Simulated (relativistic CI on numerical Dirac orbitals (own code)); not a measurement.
A reference radial Dirac CI calculation of Ho gave the lowest total energy -12601.17238 Ha in 31 SCF steps, from this input:

```
atom Ho  Z=67  charge=0  electrons=67
nucleus A=165  rms_radius_fm=5.2022
hamiltonian dirac-coulomb  breit=on  qed=on  c_scale=1
orbitals kli  potential=per-configuration
slater_scale 1
correlation none
mixing on
grid step=0.0125 r_max=259.4
scf mixing=0.4 start=green max_iterations=150 tolerance=2e-08 node_fill=0.05
configurations
  [Xe] 4f11 6s2
end
```

One setting was then changed, and the output read:

```
SCF 1: [Xe] 4f11 6s2
 iter      energy (Ha)   residual   last orbital (Ha)
    1    -12612.989420   1.86e+00     -0.25231
    2    -12598.959926   5.21e+00     -0.18473
    3    -12620.234944   8.50e-01     -0.34924
    4    -12621.119486   5.13e-01     -0.34369
    5    -12621.235648   4.18e-01     -0.29258
    6    -12621.311734   2.10e-01     -0.26105
    7    -12621.318383   1.54e-01     -0.24080
    8    -12621.311492   2.76e-01     -0.16740
    9    -12621.322112   8.40e-02     -0.21380
   10    -12621.314554   2.38e-01     -0.18087
   11    -12621.317760   2.08e-01     -0.18807
   12    -12621.317786   2.08e-01     -0.18808
   13    -12621.318118   2.05e-01     -0.18826
   14    -12621.318070   2.06e-01     -0.18794
   15    -12621.318187   2.03e-01     -0.18816
   16    -12621.318455   1.99e-01     -0.18790
   17    -12621.318533   2.00e-01     -0.18742
      4f5/2 not found; potential halved back
   19    -12621.317551   9.65e-02     -0.32976
   20    -12621.314009   7.00e-02     -0.39036
   21    -12621.323827   2.79e-02     -0.46285
   22    -12621.319918   5.80e-03     -0.47088
   23    -12621.319710   7.69e-03     -0.47718
   24    -12621.318157   7.89e-04     -0.47908
   25    -12621.318053   1.67e-04     -0.47908
   26    -12621.318020   1.65e-05     -0.47908
   27    -12621.318021   9.73e-06     -0.47908
   28    -12621.318022   4.23e-07     -0.47908
   29    -12621.318022   5.00e-07     -0.47908
   30    -12621.318022   2.27e-08     -0.47908
   31    -12621.318022   4.85e-09     -0.47908
orbital energies (Ha): 4d3/2 -6.3691  4d5/2 -6.1047  5s -2.1836  5p1/2 -1.4149  5p3/2 -1.2316  6s -0.4791  4f5/2 -0.4945  4f7/2 -0.4587
configuration averages (Ha): Dirac-Coulomb, Breit, QED
  4f11                        -12621.318022    0.000000    8.172504
levels: no., configuration, term, J, E (cm-1), weight
   1 4f11                   4I*  15/2             0.0  0.98
   2 4f11                   4I*  13/2          5744.0  0.99
   3 4f11                   4I*  11/2          9235.2  0.88
   4 4f11                   4I*  9/2          11634.9  0.74
   5 4f11                   4F*  9/2          16539.0  0.62
   6 4f11                   2H*  11/2         19698.3  0.74
   7 4f11                   4S*  3/2          20555.0  0.72
   8 4f11                   4F*  7/2          22060.3  0.90
   9 4f11                   4F*  5/2          23858.5  0.88
  10 4f11                   4F*  3/2          24084.0  0.66
  11 4f11                   2H*  9/2          24341.5  0.36
  12 4f11                   2K*  15/2         28085.0  0.94
  13 4f11                   4G*  11/2         28799.0  0.83
  14 4f11                   2G*  7/2          29074.7  0.71
lowest total energy -12613.318277 Ha
end: converged
```

Q: Which setting was changed?
A. SCF mixing
B. Slater scale
C. node fill of the KLI weights
D. Breit term

A: D. The Breit term off.
